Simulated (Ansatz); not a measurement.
Abridged output of a molecular run in Ansatz:

```
Functional definition: HF
781 factors; integrals over basis functions are off by at most 1.2e-3 eV
mean field evaluation 1: about -67545.0529 eV, gradient 2.4e1 eV
mean field evaluation 2: about -67545.0581 eV, gradient 2.4e1 eV
mean field evaluation 4: about -67547.4785 eV, gradient 2.2e0 eV
mean field evaluation 8: about -67547.5836 eV, gradient 2.4e-1 eV
mean field -67547.58495752 eV, -2482.3279617915 hartree, gradient 8.3e-6 eV, S^2 0.756159; 0 other end points of the search recorded, 0 dependent functions left out
15 core orbitals not correlated: weight in the atoms' cores, before any rotation towards them, 1.000 or more for the frozen orbitals, at most 0.000 for the correlated occupied ones
reference -67547.58495752 eV, -2482.3279617915 hartree; 14, 13 occupied and 92, 93 virtual orbitals, 781 factors
second order -17.23526368 eV of doubles, -0.00000000 eV of singles
cycle   1  -16.92381165 eV  change    3.1e-1 eV  update   1.1e-1
cycle   2  -17.37932976 eV  change   -4.6e-1 eV  update   3.5e-2
cycle   3  -17.48846623 eV  change   -1.1e-1 eV  update   2.0e-2
cycle   4  -17.48134554 eV  change    7.1e-3 eV  update   6.7e-3
cycle   5  -17.47545848 eV  change    5.9e-3 eV  update   3.3e-3
cycle   6  -17.47731783 eV  change   -1.9e-3 eV  update   1.2e-3
cycle   7  -17.47755327 eV  change   -2.4e-4 eV  update   5.5e-4
cycle   8  -17.47757026 eV  change   -1.7e-5 eV  update   2.2e-4
cycle   9  -17.47763027 eV  change   -6.0e-5 eV  update   1.0e-4
cycle  10  -17.47760076 eV  change    3.0e-5 eV  update   3.8e-5
cycle  11  -17.47759720 eV  change    3.6e-6 eV  update   1.8e-5
perturbative correction -0.67269785 eV, -0.0247211901 hartree
Total energy: -67565.73525257 eV, -2482.9949728317 hartree
Checks for a lower state left out: cluster_reference
```

Its atoms:

```xyz
3

F     0.421    0.175    1.570
Ga    0.599    0.282   -0.175
Cl   -1.020   -0.457   -1.395
```

Problem. Which basis set was used?
A. def2-SVP
B. def2-TZVPPD
C. def2-SVPD
D. def2-TZVPP

Solution. D. It gives 121 functions.

Problem. Write the keys of the input that set method, charge and spin (a neutral closed shell needs none for the last two).

Solution. 
```yaml
magnetization: {spin_polarized: true, initial_magnetization: 1}
correlation: {method: ccsd_t}
scf: {omitted_lower_state_checks: [cluster_reference]}
```
